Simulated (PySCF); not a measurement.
Numbering as in the mapped SMILES `[N:1]#[C:2][C@@H:3]1[CH2:4][CH2:5][C@H:6]2[CH2:7][C@@H:8]1[CH2:9]2`; H(Xn) means a hydrogen on atom n. Ha(C4), Ha(C5) are cis to C2 on the ring; Ha(C7), Ha(C9) are cis to C3 on the ring; Hb(C4), Hb(C5) are trans to C2 on the ring; Hb(C7), Hb(C9) are trans to C3 on the ring.

GIAO PBE0/pcSseg-1 shifts (PySCF 2.14.0 with density-fitted response routines, gas phase, non-relativistic, equivalent atoms averaged), each against references optimised in the same way as the molecule (NH3, TMS).

On the GFN2-xTB geometry: N1 295.2, C2 127.7, C8 39.3, C7 39.3, C6 34.1, C5 31.8, C3 30.9, C9 25.2, C4 24.5, H(C3) 2.63, H(C8) 2.45, Hb(C7) 2.33, H(C6) 2.27, Ha(C4) 2.17, Hb(C4) 2.09, Ha(C5) 2.04, Hb(C9) 1.98, Ha(C9) 1.77, Hb(C5) 1.76, Ha(C7) 0.85 ppm.

What changes on the PBE0-D3(BJ)/def2-SVP geometry?

## Answers


```
 atoms  δ (ppm)  change
    N1    300.7    +5.5
    C2    127.9    +0.2
    C8     39.3    +0.0
    C7     39.7    +0.4
    C6     34.3    +0.2
    C5     30.1    -1.7
    C3     31.5    +0.6
    C9     26.1    +0.9
    C4     23.2    -1.3
 H(C3)     2.41   -0.22
 H(C8)     2.25   -0.20
Hb(C7)     2.21   -0.12
 H(C6)     2.11   -0.16
Ha(C4)     1.95   -0.22
Hb(C4)     1.85   -0.24
Ha(C5)     1.84   -0.20
Hb(C9)     1.88   -0.10
Ha(C9)     1.79   +0.02
Hb(C5)     1.58   -0.18
Ha(C7)     0.85   +0.00
```

Bonds between heavy atoms that differ most (equivalent bonds averaged): C2–C3 1.443 → 1.461 Å, N1–C2 1.144 → 1.158 Å, C9–C6 1.538 → 1.549 Å, C8–C9 1.536 → 1.545 Å, C6–C7 1.536 → 1.542 Å. Mean change of bonds to hydrogen: C–H +0.010 Å.
